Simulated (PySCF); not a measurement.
B(Cl)(GeH3)(OH) (BClGeH4O), SMILES O[B](Cl)[GeH3]. Atoms are numbered in the order given.

```xyz
8

B      0.4612     0.6861     0.0000
Cl    -0.7763     1.9777     0.0000
Ge    -0.1331    -1.3020     0.0000
H     -1.0079    -1.6016    -1.2474
H     -1.0079    -1.6016     1.2474
H      1.0688    -2.2827     0.0000
O      1.7724     1.0144     0.0000
H      1.9161     1.9832     0.0000
```
Charge 0, spin multiplicity 1.

Coordinates come from a PBE-D3(BJ)/def2-SVP optimisation. Other conformers were not sampled.

Computed with PBE-D3(BJ)/def2-SVP (PySCF).

Frequencies are harmonic and unscaled.

```json
[
 {"mode": "1", "ν (cm⁻¹)": "53", "IR (km/mol)": "0.1", "Raman (Å⁴/amu)": "0.1", "depolarisation": "0.75", "moving atoms (share of kinetic energy)": "H 93 %"},
 {"mode": "2", "ν (cm⁻¹)": "144", "IR (km/mol)": "0.7", "Raman (Å⁴/amu)": "0.6", "depolarisation": "0.60", "moving atoms (share of kinetic energy)": "Cl 48 %, Ge 16 %, O 15 %, H 10 %, B 10 %"},
 {"mode": "3", "ν (cm⁻¹)": "264", "IR (km/mol)": "11.5", "Raman (Å⁴/amu)": "2.1", "depolarisation": "0.47", "moving atoms (share of kinetic energy)": "O 52 %, Ge 27 %, H 10 %, Cl 9 %"},
 {"mode": "4", "ν (cm⁻¹)": "304", "IR (km/mol)": "0.2", "Raman (Å⁴/amu)": "1.9", "depolarisation": "0.75", "moving atoms (share of kinetic energy)": "H 55 %, B 39 %"},
 {"mode": "5", "ν (cm⁻¹)": "439", "IR (km/mol)": "25.6", "Raman (Å⁴/amu)": "9.8", "depolarisation": "0.11", "moving atoms (share of kinetic energy)": "Cl 35 %, O 27 %, H 19 %, B 13 %"},
 {"mode": "6", "ν (cm⁻¹)": "496", "IR (km/mol)": "16.5", "Raman (Å⁴/amu)": "5.5", "depolarisation": "0.71", "moving atoms (share of kinetic energy)": "H 77 %, O 10 %"},
 {"mode": "7", "ν (cm⁻¹)": "551", "IR (km/mol)": "27.7", "Raman (Å⁴/amu)": "0.8", "depolarisation": "0.75", "moving atoms (share of kinetic energy)": "H 54 %, B 40 %"},
 {"mode": "8", "ν (cm⁻¹)": "638", "IR (km/mol)": "114.6", "Raman (Å⁴/amu)": "2.9", "depolarisation": "0.75", "moving atoms (share of kinetic energy)": "H 81 %, O 12 %"},
 {"mode": "9", "ν (cm⁻¹)": "771", "IR (km/mol)": "234.6", "Raman (Å⁴/amu)": "20.0", "depolarisation": "0.56", "moving atoms (share of kinetic energy)": "H 73 %, B 21 %"},
 {"mode": "10", "ν (cm⁻¹)": "800", "IR (km/mol)": "3.6", "Raman (Å⁴/amu)": "5.2", "depolarisation": "0.74", "moving atoms (share of kinetic energy)": "H 52 %, B 35 %"},
 {"mode": "11", "ν (cm⁻¹)": "857", "IR (km/mol)": "21.9", "Raman (Å⁴/amu)": "26.0", "depolarisation": "0.75", "moving atoms (share of kinetic energy)": "H 98 %"},
 {"mode": "12", "ν (cm⁻¹)": "858", "IR (km/mol)": "22.3", "Raman (Å⁴/amu)": "30.1", "depolarisation": "0.75", "moving atoms (share of kinetic energy)": "H 99 %"},
 {"mode": "13", "ν (cm⁻¹)": "1076", "IR (km/mol)": "228.9", "Raman (Å⁴/amu)": "2.2", "depolarisation": "0.65", "moving atoms (share of kinetic energy)": "H 56 %, B 30 %, O 13 %"},
 {"mode": "14", "ν (cm⁻¹)": "1345", "IR (km/mol)": "172.7", "Raman (Å⁴/amu)": "0.8", "depolarisation": "0.65", "moving atoms (share of kinetic energy)": "B 66 %, O 31 %"},
 {"mode": "15", "ν (cm⁻¹)": "2072", "IR (km/mol)": "53.6", "Raman (Å⁴/amu)": "269.4", "depolarisation": "0.01", "moving atoms (share of kinetic energy)": "H 99 %"},
 {"mode": "16", "ν (cm⁻¹)": "2078", "IR (km/mol)": "103.3", "Raman (Å⁴/amu)": "115.7", "depolarisation": "0.75", "moving atoms (share of kinetic energy)": "H 98 %"},
 {"mode": "17", "ν (cm⁻¹)": "2087", "IR (km/mol)": "125.2", "Raman (Å⁴/amu)": "132.5", "depolarisation": "0.62", "moving atoms (share of kinetic energy)": "H 98 %"},
 {"mode": "18", "ν (cm⁻¹)": "3656", "IR (km/mol)": "39.5", "Raman (Å⁴/amu)": "274.8", "depolarisation": "0.32", "moving atoms (share of kinetic energy)": "H 94 %"}
]
```
